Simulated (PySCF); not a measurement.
C4H4N, charge -1, singlet, at a GFN2-xTB geometry (in this run its highest filled SCF level lies above zero, so its values depend strongly on the basis, on diffuse functions most of all); BLYP/6-31G** (PySCF).

The PySCF input:
```python
from pyscf import gto, scf, dft

mol = gto.Mole()
mol.atom = '''
    H    -0.02361208   -0.00903330    2.11033186
    N    -0.01195216    0.01503237    1.09704447
    C     0.01575145    1.13269334    0.24842767
    C    -0.02097855   -1.08973227    0.28483805
    C     0.02524534    0.80457479   -1.08776751
    C     0.00064455   -0.64671222   -1.00864412
    H     0.02635805    2.11162462    0.73353758
    H    -0.04212282   -2.08743635    0.71986259
    H    -0.00093481   -1.32532347   -1.86416783
'''
mol.basis = '6-31g**'
mol.charge = -1
mol.verbose = 5
mol.build()

mf = dft.RKS(mol)
mf.xc = 'blyp'
mf.grids.radi_method = dft.radi.delley
mf.kernel()
```

Output, abridged:

```
PySCF version 2.14.0

[INPUT] verbose = 5
[INPUT] max_memory = 4000
[INPUT] num. atoms = 9
[INPUT] num. electrons = 36
[INPUT] charge = -1
[INPUT] spin (= nelec alpha-beta = 2S) = 0
[INPUT] symmetry False subgroup None
[INPUT] Mole.unit = angstrom
[INPUT] Symbol           X                Y                Z      unit          X                Y                Z       unit  Magmom
[...]
[INPUT] ---------------- BASIS SET ----------------
[INPUT] l, kappa, [nprim/nctr], expnt,             c_1 c_2 ...
[INPUT] N
[...]
                                627.4579          0.013995
                                142.9021          0.068587
                                40.23433          0.232241
                                12.82021          0.46907
                                4.390437          0.360455
[...]
                                2.71628           -0.169118
                                0.772218          1.145852
[...]
                                2.71628           0.323907
                                0.772218          0.740895
[...]
[INPUT] C
[...]
                                457.36951         0.0140373
                                103.94869         0.0688426
                                29.210155         0.2321844
                                9.286663          0.4679413
                                3.163927          0.362312
[...]
                                1.8812885         -0.1608542
                                0.5442493         1.1434564
[...]
                                1.8812885         0.316424
                                0.5442493         0.7443083
[...]
[INPUT] H
[...]
                                2.8253937         0.23472695
                                0.6401217         0.81375733
[...]
nuclear repulsion = 151.454016779428
number of shells = 42
number of NR pGTOs = 163
number of NR cGTOs = 90
basis = 6-31g**
ecp = {}

******** <class 'pyscf.dft.rks.RKS'> ********
method = RKS
initial guess = minao
damping factor = 0
level_shift factor = 0
DIIS = <class 'pyscf.scf.diis.CDIIS'>
diis_start_cycle = 1
diis_space = 8
diis_damp = 0
SCF conv_tol = 1e-09
SCF conv_tol_grad = None
SCF max_cycles = 50
direct_scf = True
direct_scf_tol = 1e-13
XC library pyscf.dft.libxc version 7.1.2
    S. Lehtola, C. Steigemann, M. J. T. Oliveira, and M. A. L. Marques,  SoftwareX 7, 1–5 (2018)
XC functionals = blyp
    A. D. Becke,  Phys. Rev. A 38, 3098 (1988)
    C. Lee, W. Yang, and R. G. Parr,  Phys. Rev. B 37, 785 (1988)
    B. Miehlich, A. Savin, H. Stoll, and H. Preuss,  Chem. Phys. Lett. 157, 200 (1989)
radial grids: B. Delley radial grids. Ref. JCP 104, 9848 (1996); DOI:10.1063/1.471749. log2 algorithm
becke partition: Becke, JCP 88, 2547 (1988); DOI:10.1063/1.454033
pruning grids: <function nwchem_prune>
grids dens level: 3
symmetrized grids: False
atomic radii adjust function: <function treutler_atomic_radii_adjust>
small_rho_cutoff = 0
Set gradient conv threshold to 3.16228e-05
Initial guess from minao.
atom H rad-grids = 50, ang-grids = [ 50  50  50  50  50  50  50  50  50  50  86  86  86  86 266 266 266 266
 266 266 302 302 302 302 302 302 302 302 302 302 302 302 302 302 302 302
 302 266 266 266 266 266 266 266 266 266 266 266 266 266]
atom N rad-grids = 75, ang-grids = [ 50  50  50  50  50  50  50  50  50  50  50  50  50  50  50  50  50  50
  86  86  86  86  86  86  86  86  86  86  86  86  86 266 266 266 266 266
 266 266 266 266 302 302 302 302 302 302 302 302 302 302 302 302 302 302
 302 302 302 302 302 302 302 302 302 302 266 266 266 266 266 266 266 266
 266 266 266]
atom C rad-grids = 75, ang-grids = [ 50  50  50  50  50  50  50  50  50  50  50  50  50  50  50  50  50  50
  50  86  86  86  86  86  86  86  86  86  86  86  86  86 266 266 266 266
 266 266 266 266 266 302 302 302 302 302 302 302 302 302 302 302 302 302
 302 302 302 302 302 302 302 302 302 302 302 302 266 266 266 266 266 266
 266 266 266]
tot_boxes 2160, boxes in each direction [ 7 14 13]
Padding 6 grids
[...]
   0.7328166    0.73607964   0.77876721   0.78074811   0.81407152
   0.81764504   0.83438484   0.85614601   0.89130412   0.90696887
   0.93085578   0.96521592   0.9768573    0.98842054   1.06432672
   1.07816964   1.12130143   1.18539129   1.32841343   1.39714066
   1.45254933   1.45438675   1.53990045   1.54167391   1.56185482
   1.6474127    1.67407487   1.69111416   1.90507593   2.01366837
   2.06074972   2.0747653    2.11397195   2.18389406   2.18733497
   2.26993169   2.27338476   2.34395325   2.3779371    2.40598508
   2.55130958   2.55775496   2.59862645   2.61090617   2.61307195
   2.63821012   2.67059258   2.72113725   2.72358508   2.81739953
   2.84934317   2.91405979   2.9530089    3.10597132   3.12918257
   3.33312769   3.37334924   3.47685808   3.72600075   3.97325138]
nelec by numeric integration = 35.99998575537168
E1 = -590.0494070582886  E2 = 229.21164964344408  Ecoul = 259.5061497101129  Exc = -30.294500066668803
cycle= 11 E= -209.383740635417  delta_E= -9.67e-08  |g|= 5.37e-05  |ddm|= 0.000579
[...]
  mo_energy =
[-13.83322409  -9.70762056  -9.68387547  -9.66137268  -9.5998152
  -0.63934733  -0.43938462  -0.3953376   -0.28378771  -0.24977127
  -0.22972752  -0.13403124  -0.12673082  -0.11223762  -0.05305083
   0.0433978    0.06860299   0.11761999   0.23725347   0.2488157
   0.29864057   0.32016466   0.3220776    0.33944211   0.4288931
   0.44780026   0.53247059   0.55018568   0.63521949   0.72845952
   0.73282099   0.73608284   0.77876923   0.7807518    0.81407403
   0.81764673   0.83438649   0.85614827   0.89130532   0.90697093
   0.93085801   0.96521972   0.97685954   0.98842331   1.06432973
   1.0781727    1.12130445   1.18539399   1.32841708   1.39714182
   1.45255295   1.45438912   1.53990251   1.54167885   1.5618575
   1.64741595   1.67407702   1.69111615   1.90507899   2.01367102
   2.06075407   2.0747682    2.113975     2.18389777   2.18733841
   2.26993534   2.27338755   2.34395706   2.37793989   2.40598721
   2.5513141    2.55775788   2.5986337    2.61090864   2.61307389
   2.63821375   2.67059557   2.72114164   2.72358637   2.81740222
   2.84934715   2.91406311   2.95301179   3.10597601   3.12918561
   3.33313191   3.37335245   3.47686284   3.72600387   3.97325515]
nelec by numeric integration = 35.99998575530839
E1 = -590.0493141048398  E2 = 229.21155668926303  Ecoul = 259.50604643164985  Exc = -30.294489742386805
cycle= 12 E= -209.383740636149  delta_E= -7.32e-10  |g|= 1.39e-05  |ddm|= 7.7e-05
[...]
  mo_energy =
[-13.83321778  -9.70762222  -9.68387448  -9.66137508  -9.59982074
  -0.63934371  -0.43938437  -0.39533659  -0.28378701  -0.24977078
  -0.22972728  -0.13403016  -0.12673154  -0.11223542  -0.0530529
   0.04339724   0.0686028    0.11761615   0.23725687   0.24881577
   0.29864073   0.32016217   0.32207848   0.33944039   0.42889304
   0.44780108   0.53246996   0.55018547   0.63521841   0.72845906
   0.73282127   0.7360837    0.77876989   0.78075008   0.81407192
   0.81764621   0.83438511   0.85614843   0.89130273   0.9069691
   0.93086144   0.96521938   0.97686177   0.98842331   1.06433001
   1.07817413   1.12130221   1.18539291   1.32841558   1.39714279
   1.45255443   1.45439143   1.53990194   1.54168017   1.56185703
   1.64741542   1.67407559   1.69111764   1.90507934   2.01367016
   2.06075392   2.07476761   2.11397562   2.18389952   2.18733853
   2.26993484   2.27338768   2.34395611   2.37794008   2.40598735
   2.55131343   2.55776025   2.59863133   2.6109107    2.61307346
   2.63821242   2.67059769   2.72114048   2.723588     2.81740213
   2.84934635   2.91406489   2.95301076   3.1059758    3.1291868
   3.33313188   3.37335447   3.47686315   3.72600424   3.97325632]
nelec by numeric integration = 35.99998575545886
E1 = -590.049299235132  E2 = 229.21154181990903  Ecoul = 259.50603071253306  Exc = -30.294488892624017
Extra cycle  E= -209.383740635795  delta_E= 3.54e-10  |g|= 3.77e-05  |ddm|= 0.000109
converged SCF energy = -209.383740635795
```
